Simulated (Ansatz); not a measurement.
H₈LiO₄ (SMILES [OH2]->[Li+](<-[OH2])(<-[OH2])<-[OH2]), charge +1, singlet, at a GFN2-xTB geometry (such geometries of metal compounds can be far from the true shape); PBE0/cc-pVDZ run with Ansatz (a first-principles code).

Input for Ansatz:
Ansatz 0.2 input:
```yaml
crystal:
  periodic: [false, false, false]
  atoms:
    - {symbol: Li, position_ang: [-0.00000000, -0.00000000, 0.00000000]}
    - {symbol: O, position_ang: [1.56474128, -0.33763891, -0.97885944]}
    - {symbol: H, position_ang: [1.81743891, 0.06481306, -1.81266588]}
    - {symbol: H, position_ang: [2.29587622, -0.91209539, -0.74108161]}
    - {symbol: O, position_ang: [0.45257509, 0.32010193, 1.79256566]}
    - {symbol: H, position_ang: [1.15256609, 0.88211730, 2.13204786]}
    - {symbol: H, position_ang: [0.05001919, -0.08104729, 2.56592516]}
    - {symbol: O, position_ang: [-0.87446830, 1.50184443, -0.70735395]}
    - {symbol: H, position_ang: [-1.37706481, 1.56104858, -1.52282219]}
    - {symbol: H, position_ang: [-0.94335988, 2.36896344, -0.30187222]}
    - {symbol: O, position_ang: [-1.14284807, -1.48430744, -0.10635227]}
    - {symbol: H, position_ang: [-2.07137750, -1.53107049, 0.13185595]}
    - {symbol: H, position_ang: [-0.92409821, -2.35272921, -0.45138705]}
basis:
  gaussian:
    orbitals: cc-pVDZ
hamiltonian:
  xc: pbe0
total_charge: 1
accuracy: high
```

### Question
Write the output that Ansatz gives for this input, abridged.

### Answer

```
Functional definition: PBE0
2545 factors; integrals over basis functions are off by at most 1.2e-8 eV
mean field evaluation 1: about -8488.0125 eV, gradient 1.2e2 eV
mean field evaluation 2: about -8461.7972 eV, gradient 1.7e2 eV
mean field evaluation 4: about -8512.3195 eV, gradient 4.9e-1 eV
mean field evaluation 8: about -8512.6334 eV, gradient 3.1e-2 eV
mean field evaluation 16: about -8512.6335 eV, gradient 3.2e-6 eV
mean field -8512.63347196 eV, -312.8335100243 hartree, gradient 6.8e-8 eV, S^2 0.000000; 0 other end points of the search recorded, 0 dependent functions left out
reference -8512.63347898 eV, -312.8335102824 hartree; 21, 21 occupied and 89, 89 virtual orbitals, 2545 factors
Total energy: -8512.63347898 eV, -312.8335102824 hartree
```
